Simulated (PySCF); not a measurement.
## Electron correlation in Ti (titanium, neutral)

[Ar] 3d2 4s1 5s1, high-spin 5F determinant (an excited configuration). Computed with PySCF 2.14 in aug-cc-pVDZ, with the non-relativistic Hamiltonian (point nucleus). Frozen: [Ar]; 4 electrons correlated.

```tsv
level	correlation energy (mhartree)
CCSD	-15.78
(T)	-0.16
CCSD(T)	-15.94
```

Diagnostics: T1 = 0.016, D1 = 0.0416, largest double amplitude 0.062.

The outer electron is Rydberg-like, and this basis confines it to a smaller radius and binds it less than a complete one would.

Cost of the coupled-cluster step: of the order of 0.8 core-seconds, for 4 correlated electrons.

Iterations:

```
CC2 = 0
CCSD nocc = (np.int64(4), np.int64(0)), nmo = (50, 50)
frozen orbitals [[0, 1, 2, 3, 4, 5, 6, 7, 8], [0, 1, 2, 3, 4, 5, 6, 7, 8]]
max_cycle = 100
direct = 0
conv_tol = 1e-08
conv_tol_normt = 1e-06
diis_space = 8
diis_start_cycle = 0
Init t2, MP2 energy = -0.0105876179977692
Init E_corr(UCCSD) = -0.0105876180143233
cycle = 1  E_corr(UCCSD) = -0.0136729568518583  dE = -0.00308533884  norm(t1,t2) = 0.0394317
cycle = 2  E_corr(UCCSD) = -0.0147679907201898  dE = -0.00109503387  norm(t1,t2) = 0.0222861
cycle = 3  E_corr(UCCSD) = -0.0158813568901023  dE = -0.00111336617  norm(t1,t2) = 0.0133576
cycle = 4  E_corr(UCCSD) = -0.0157683503659253  dE = 0.000113006524  norm(t1,t2) = 0.00181233
cycle = 5  E_corr(UCCSD) = -0.0157825011835339  dE = -1.41508176e-05  norm(t1,t2) = 0.000528709
cycle = 6  E_corr(UCCSD) = -0.0157746991885319  dE = 7.801995e-06  norm(t1,t2) = 0.000313709
cycle = 7  E_corr(UCCSD) = -0.0157825437926931  dE = -7.84460416e-06  norm(t1,t2) = 0.000165285
cycle = 8  E_corr(UCCSD) = -0.0157792373897511  dE = 3.30640294e-06  norm(t1,t2) = 8.24109e-05
cycle = 9  E_corr(UCCSD) = -0.0157802649994105  dE = -1.02760966e-06  norm(t1,t2) = 4.64902e-05
cycle = 10  E_corr(UCCSD) = -0.0157801773547627  dE = 8.76446477e-08  norm(t1,t2) = 2.33614e-05
cycle = 11  E_corr(UCCSD) = -0.0157802516470788  dE = -7.42923161e-08  norm(t1,t2) = 1.20364e-05
cycle = 12  E_corr(UCCSD) = -0.0157802622921815  dE = -1.06451026e-08  norm(t1,t2) = 5.31116e-06
cycle = 13  E_corr(UCCSD) = -0.0157802893762702  dE = -2.70840887e-08  norm(t1,t2) = 2.60156e-06
cycle = 14  E_corr(UCCSD) = -0.015780294332004  dE = -4.95573388e-09  norm(t1,t2) = 7.33171e-07
UCCSD converged
E(UCCSD) = -848.3031332606811  E_corr = -0.01578029433200404
UCCSD(T) correction = -0.000162505608593968
```
